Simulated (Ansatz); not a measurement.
Basis sets compared for Ag(PH3)Cl (AgPH3Cl). Total charge 0; singlet. Geometry PBE0-D4/def2-TZVP. Ansatz on 4 threads of Arm Neoverse V2 on a shared host; times are rough, and most runs start from earlier orbitals.

Cartesian coordinates in Å:
```
Ag -0.280 -1.471 0.140
P 0.148 0.792 -0.074
H -0.402 1.686 0.866
H -0.255 1.455 -1.249
H 1.482 1.241 -0.030
Cl -0.694 -3.703 0.347
```

In the def2 sets Ag takes a core potential, while STO-3G treats all electrons; there is no spin–orbit coupling.

STO-3G and 6-31G are all-electron sets without relativity, so their totals don't compare with the def2 sets.

Binding counts from free atoms (Ag doublet, P quartet, H doublet, Cl doublet) in the same basis, without a counterpoise term.

```json
{"level": "HF/STO-3G", "functions": "48", "energy (Eh)": "-5939.8788", "HOMO (eV)": "-5.22", "LUMO (eV)": "6.42", "binding per atom (eV)": "–", "wall time": "0.2 s"}
{"level": "PBE-D4/def2-SVP", "functions": "82", "energy (Eh)": "-949.7794", "HOMO (eV)": "-5.65", "LUMO (eV)": "-1.48", "binding per atom (eV)": "2.51", "wall time": "0.55 s"}
{"level": "PBE0-D4/def2-SVP", "functions": "82", "energy (Eh)": "-949.8332", "HOMO (eV)": "-6.85", "LUMO (eV)": "-0.71", "binding per atom (eV)": "2.46", "wall time": "0.75 s"}
```

(1) Estimate the rows for HF/def2-TZVP, PBE-D4/def2-TZVP, PBE0-D4/def2-TZVP.

Answers

(1) 
```
            level  functions  energy (Eh)  HOMO (eV)  LUMO (eV)  binding per atom (eV)  wall time
     HF/def2-TZVP        132    -948.1779      -9.98       1.61                   1.70      0.5 s
 PBE-D4/def2-TZVP        132    -950.1007      -5.88      -1.81                   2.53     0.75 s
PBE0-D4/def2-TZVP        132    -950.1491      -7.08      -1.01                   2.48      0.9 s
```
